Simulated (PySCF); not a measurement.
C₃H₈N, SMILES CC(C)[NH], doublet, PBE0/def2-SVP optimised geometry.

```
12

C     -0.70     0.94     0.00
C     -0.12    -0.48     0.00
C      1.40    -0.48     0.00
N     -0.62    -1.26     1.10
H     -0.32     1.52    -0.85
H     -0.42     1.46     0.92
H     -1.80     0.92    -0.06
H     -0.47    -0.97    -0.94
H      1.80     0.03    -0.88
H      1.78     0.02     0.90
H      1.78    -1.52     0.01
H     -1.65    -1.20     1.06
```

Density from unrestricted PBE0/def2-TZVP run with PySCF 2.14.0 at that geometry.

Minimum of the electron density along straight lines between bonded atoms, close to the bond critical point (lines longer than 1.1 times the sum of covalent radii, or with two minima, are not listed):

| bond | length / Å | ρ at the minimum / e bohr⁻³ | ∇²ρ there / e bohr⁻⁵ | position (fraction from the first atom) |
|---|---|---|---|---|
| C1–C2 | 1.533 | 0.243 | (withheld) | 0.50 |
| C2–C3 | 1.522 | 0.252 | -0.64 | 0.51 |
| C2–N4 | 1.436 | 0.288 | (withheld) | 0.41 |
| C1–H5 | 1.101 | 0.272 | -0.91 | 0.64 |
| C1–H6 | 1.101 | 0.272 | -0.91 | 0.64 |
| C1–H7 | 1.102 | 0.271 | -0.91 | 0.64 |
| C2–H8 | 1.114 | 0.266 | -0.89 | 0.64 |
| C3–H9 | 1.101 | 0.271 | -0.91 | 0.64 |
| C3–H10 | 1.101 | 0.271 | -0.91 | 0.64 |
| C3–H11 | 1.100 | 0.273 | -0.92 | 0.64 |
| N4–H12 | 1.031 | 0.330 | (withheld) | 0.73 |

Task: Some entries are withheld; supply them.

Result: 
- C1–C2, ∇²ρ there / e bohr⁻⁵: -0.60
- C2–N4, ∇²ρ there / e bohr⁻⁵: -0.80
- N4–H12, ∇²ρ there / e bohr⁻⁵: -1.49
